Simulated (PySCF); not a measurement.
**Steps of a relaxation of [Ce(NH2)3]+**

[Ce(NH2)3]+ (singlet; a saddle point, relaxed within its symmetry). PySCF 2.14.0, RKS PBE0, Ce lcecp-2-SVP with ECP46, N def2-SVP, H def2-SVP; non-relativistic Hamiltonian with scalar-relativistic core potentials where named; density fitting; no spin-orbit coupling. Origin of the start: template. Columns: position (Å) and force (eV/Å). Energies are counted from the last step; some of the 5 steps are shown. Forces carry noise of the integration grid, about 0.01 to 0.03 eV/Å.

Run from Python with OMP_NUM_THREADS=2. Where DIIS fails, smearing, a level shift and second-order steps follow.
It took 22 s on 2 threads of Arm Neoverse V1, on a shared host, from the converged density of the start.

```xyz
10
step 0  E = 0.156 eV
Ce    0.0000    0.0000    0.0000     0.00    0.00    0.00
N     2.2208    0.0000    0.0000    -1.85    0.00    0.00
H     2.8108    0.0000    0.8300     0.29    0.00    0.04
H     2.8108    0.0000   -0.8300     0.29    0.00   -0.04
N    -1.1104    1.9232    0.0000     0.92   -1.60    0.00
H    -1.4054    2.4342    0.8300    -0.14    0.25    0.04
H    -1.4054    2.4342   -0.8300    -0.14    0.25   -0.04
N    -1.1103   -1.9232    0.0000     0.92    1.60    0.00
H    -1.4054   -2.4342    0.8300    -0.14   -0.25    0.04
H    -1.4054   -2.4342   -0.8300    -0.14   -0.25   -0.04
```

```xyz
10
step 1  E = 0.026 eV
Ce    0.0000    0.0000    0.0000     0.00    0.00    0.00
N     2.1822    0.0000    0.0000    -0.60    0.00    0.00
H     2.7952    0.0000    0.8225     0.03    0.00   -0.11
H     2.7952    0.0000   -0.8225     0.03    0.00    0.11
N    -1.0911    1.8898    0.0000     0.30   -0.52    0.00
H    -1.3977    2.4207    0.8225    -0.01    0.02   -0.11
H    -1.3977    2.4207   -0.8225    -0.01    0.02    0.11
N    -1.0911   -1.8898    0.0000     0.30    0.52    0.00
H    -1.3976   -2.4207    0.8225    -0.01   -0.02   -0.11
H    -1.3976   -2.4207   -0.8225    -0.01   -0.02    0.11
```

```xyz
10
step 3  E = 0.000 eV
Ce    0.0000    0.0000    0.0000     0.00    0.00    0.00
N     2.1570    0.0000    0.0000     0.00    0.00    0.00
H     2.7818    0.0000    0.8127    -0.01    0.00    0.00
H     2.7818    0.0000   -0.8127    -0.01    0.00    0.00
N    -1.0785    1.8680    0.0000     0.00    0.00    0.00
H    -1.3910    2.4091    0.8127     0.00   -0.01    0.00
H    -1.3910    2.4091   -0.8127     0.00   -0.01    0.00
N    -1.0785   -1.8680    0.0000     0.00    0.00    0.00
H    -1.3909   -2.4092    0.8127     0.00    0.01    0.00
H    -1.3909   -2.4092   -0.8127     0.00    0.01    0.00
```

**Question.** Where does the relaxation end?

**Answer.** It converges at step 4 in D3h:
```xyz
10
step 4  E = 0
Ce    0.0000    0.0000    0.0000
N     2.1568    0.0000    0.0000
H     2.7813    0.0000    0.8129
H     2.7813    0.0000   -0.8129
N    -1.0784    1.8679    0.0000
H    -1.3907    2.4086    0.8129
H    -1.3907    2.4086   -0.8129
N    -1.0784   -1.8679    0.0000
H    -1.3906   -2.4087    0.8129
H    -1.3906   -2.4087   -0.8129
```

**Question.** How did the contacts change?

**Answer.** 
| contact | start (Å) | end (Å) |
| --- | --- | --- |
| Ce1–N2 (NH2) | 2.221 | 2.157 |
| Ce1–N5 (NH2) | 2.221 | 2.157 |
| Ce1–N8 (NH2) | 2.221 | 2.157 |
